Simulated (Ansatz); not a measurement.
Reaction (cleavage of the Si–B bond): `CB(O)[SiH2][SiH3]` + `[CH3][AlH][OH]` → `[CH3][AlH][O][SiH2][SiH3]` + `CBO`

Gas-phase electronic energies from Ansatz, PBE0-D4/def2-TZVP geometries. CCSD(T)/CBS adds triple-zeta CCSD(T) − MP2 to the extrapolated MP2 energy (def2 sets, frozen cores). DFT in def2-TZVPP. B3LYP here is the variant with VWN-RPA as its local correlation; programs differ in this. Each species was taken in one conformer, which may not be the lowest.

```json
{"level": "PBE-D4", "ΔE (kJ/mol)": "-94.7", "difference from CCSD(T)/CBS": "23.6"}
{"level": "ωB97X-V", "ΔE (kJ/mol)": "-117.6", "difference from CCSD(T)/CBS": "0.7"}
{"level": "ωB97M-V", "ΔE (kJ/mol)": "-119.5", "difference from CCSD(T)/CBS": "-1.2"}
{"level": "PBE", "ΔE (kJ/mol)": "-93.9", "difference from CCSD(T)/CBS": "24.4"}
{"level": "PBE0", "ΔE (kJ/mol)": "-103.7", "difference from CCSD(T)/CBS": "14.6"}
{"level": "B3LYP", "ΔE (kJ/mol)": "-120.1", "difference from CCSD(T)/CBS": "-1.8"}
{"level": "MP2/def2-TZVPP", "ΔE (kJ/mol)": "-122.6", "difference from CCSD(T)/CBS": "-4.3"}
{"level": "CCSD/def2-TZVPP", "ΔE (kJ/mol)": "-122.4", "difference from CCSD(T)/CBS": "-4.1"}
{"level": "MP2/def2-QZVPP", "ΔE (kJ/mol)": "-123.8", "difference from CCSD(T)/CBS": "-5.5"}
{"level": "CCSD/CBS(def2)", "ΔE (kJ/mol)": "-123.0", "difference from CCSD(T)/CBS": "-4.7"}
{"level": "CCSD(T)/CBS", "ΔE (kJ/mol)": "-118.3", "difference from CCSD(T)/CBS": "0"}
```

Largest T1 diagnostic among the species: 0.014.

From PBE to PBE0 (25 % exact exchange), in def2-TZVPP and without D4, ΔE moves by −9.8 kJ/mol. In def2-TZVPP, CCSD(T) changes the Hartree–Fock value by +32.1 kJ/mol (the triples alone add +4.7 kJ/mol) and MP2 by +27.2 kJ/mol.
